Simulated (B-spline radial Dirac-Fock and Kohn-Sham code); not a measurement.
Z = 68 (erbium), transition energy 2000 keV. Level of theory: a Dirac-Hartree-Slater potential of the neutral atom with a Latter tail (no hole, which puts coefficients of high multipoles low close above an edge), finite nucleus with surface currents; a radial B-spline solver. Subshells that would emit electrons below 1 keV are left out, and so is internal pair formation.

Problem. A pure transition shows α(K) = 0.000755, L1/L2 = 17.0 and L1/L3 = 38.1. What is its multipolarity?
A. M2
B. M3
C. E1
D. M4
E. E4
F. E2
G. M1
H. E3

Solution. F. For comparison, α(K), L1/L2, L1/L3 are E1 0.000356, 36.6, 30.6; E3 0.00137, 9.34, 40.0; E4 0.00226, 6.12, 36.9; M1 0.00101, 23.2, 93.9; M2 0.00226, 17.1, 124; M3 0.00383, 12.9, 88.3; M4 0.00599, 10.2, 48.4.

Values without a named source are computed, but for edge energies of neutral atoms, which are taken from tables.
